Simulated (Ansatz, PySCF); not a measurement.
Molecule: GeBr3, net charge 0, doublet state. It need not be the lowest isomer of its formula. 
Coordinates optimised at B3LYP-D3(BJ)/def2-TZVP (Ansatz, a program for electronic structure):
SMILES: [Br][Ge]([Br])[Br]
```xyz
4

Ge     0.5264    -0.2236     0.2007
Br    -0.6251    -1.8711    -1.0031
Br    -0.7852     0.4626     2.0168
Br     0.9291     1.6129    -1.1972
```
Charge 0, spin multiplicity 2.

Total electronic energies in hartree. Correlated levels leave the core frozen unless marked. Open shells are spin-unrestricted. Spin-orbit coupling is left out. The frozen core is the preceding noble-gas configuration, with the filled d and f shells of earlier blocks. Non-relativistic. CBS(X,Y): correlation extrapolated as X^-3; Hartree-Fock from the larger set. [CCSD(T)-MP2]/basis is that difference in the basis named.

| level | program | energy (Eh) |
|---|---|---|
| HF/STO-3G | Ansatz | -9685.88040 |
| HF/aug-cc-pVTZ | Ansatz | -9792.91685 |
| HF/cc-pVTZ | Ansatz | -9792.91561 |
| RI-HF/aug-cc-pVTZ | Ansatz | -9792.91666 |
| PBE-D4/def2-TZVPD | Ansatz + dftd4 | -9798.12326 |
| BLYP-D4/def2-TZVPD | Ansatz + dftd4 | -9799.73729 |
| revPBE-D3(BJ)/def2-TZVPD | Ansatz + dftd3 | -9798.77523 |
| B3LYP-D4/def2-TZVPD | Ansatz + dftd4 | -9799.72212 |
| PBE0/def2-TZVPD | Ansatz | -9798.43116 |
| BHLYP-D3(BJ)/def2-TZVPD | Ansatz + dftd3 | -9799.54861 |
| TPSSh/def2-TZVPD | PySCF | -9799.28921 |
| r2SCANh-D4/def2-TZVPD | Ansatz + dftd4 | -9799.52513 |
| CAM-B3LYP-D4/def2-TZVPD | Ansatz + dftd4 | -9800.08113 |
| LC-wPBE-D3(BJ)/def2-TZVPD | Ansatz + dftd3 | -9798.23522 |
| MP2/CBS(cc-pVTZ,cc-pVQZ) | Ansatz | -9793.5973 |
| RI-MP2/cc-pVQZ | Ansatz | -9793.55179 |
| CCSD/aug-cc-pVTZ | Ansatz | -9793.53653 |
| CCSD(T)/STO-3G | Ansatz | -9685.93221 |
| CCSD(T)/cc-pVDZ | Ansatz | -9793.06316 |
| RI-MP2/CBS(aug-cc-pVTZ,aug-cc-pVQZ)+[CCSD(T)-MP2]/aug-cc-pVDZ | Ansatz | -9793.6508 |
| RI-MP2/CBS(cc-pVTZ,cc-pVQZ)+[CCSD(T)-MP2]/cc-pVDZ | Ansatz | -9793.6431 |
| RI-MP2/CBS(aug-cc-pVTZ,aug-cc-pVQZ)+[CCSD(T)-MP2]/aug-cc-pVTZ | Ansatz | -9793.6726 |
| CCSD(T)/CBS(cc-pVTZ,cc-pVQZ) | Ansatz | -9793.6731 |

Totals of different functionals don't rank their quality; only differences between species are comparable.
